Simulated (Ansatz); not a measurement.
Abridged output of a molecular run in Ansatz:

```
Functional definition: HF
1217 factors; integrals over basis functions are off by at most 1.3e-3 eV
mean field evaluation 1: about -59336.4348 eV, gradient 3.0e1 eV
mean field evaluation 2: about -59336.4879 eV, gradient 3.0e1 eV
mean field evaluation 4: about -59339.3132 eV, gradient 3.0e0 eV
mean field evaluation 8: about -59339.3516 eV, gradient 1.9e-1 eV
mean field evaluation 16: about -59339.2951 eV, gradient 6.1e-1 eV
mean field -59339.35170675 eV, -2180.6809535660 hartree, gradient 6.3e-6 eV, S^2 0.000000; 0 other end points of the search recorded, 0 dependent functions left out
12 core orbitals not correlated: weight in the atoms' cores, before any rotation towards them, 1.000 or more for the frozen orbitals, at most 0.000 for the correlated occupied ones
reference -59339.35170675 eV, -2180.6809535660 hartree; 17, 17 occupied and 90, 90 virtual orbitals, 1217 factors
second order -16.65687184 eV of doubles, -0.00000000 eV of singles
cycle   1  -17.50167070 eV  change   -8.4e-1 eV  update   9.4e-2
cycle   2  -18.06286440 eV  change   -5.6e-1 eV  update   2.8e-2
cycle   3  -18.12726487 eV  change   -6.4e-2 eV  update   1.2e-2
cycle   4  -18.12594830 eV  change    1.3e-3 eV  update   3.1e-3
cycle   5  -18.12499654 eV  change    9.5e-4 eV  update   9.8e-4
cycle   6  -18.12441443 eV  change    5.8e-4 eV  update   3.3e-4
cycle   7  -18.12437023 eV  change    4.4e-5 eV  update   1.1e-4
cycle   8  -18.12438665 eV  change   -1.6e-5 eV  update   3.5e-5
perturbative correction -0.51780430 eV, -0.0190289572 hartree
Total energy: -59357.99389770 eV, -2181.3660414473 hartree
```

Its atoms:

Cartesian coordinates in Å:
```
C -0.447 0.573 -1.521
B 0.097 0.147 -0.125
C 1.409 0.758 0.453
Ge -0.928 -1.266 1.006
H -0.947 -0.222 -2.080
H -1.235 1.313 -1.306
H 0.286 1.074 -2.160
H 1.663 1.737 0.036
H 2.206 0.071 0.124
H 1.477 0.791 1.543
H -1.395 -0.668 2.351
H -2.175 -1.852 0.312
H -0.011 -2.455 1.367
```

(1) Which basis set was used?
A. def2-TZVPP
B. def2-SVPD
C. def2-SVP
D. def2-QZVPP

(2) Write the keys of the input that set method, charge and spin (a neutral closed shell needs none for the last two).

Results:

(1) C. It gives 119 functions.

(2) 
```yaml
correlation: {method: ccsd_t}
```
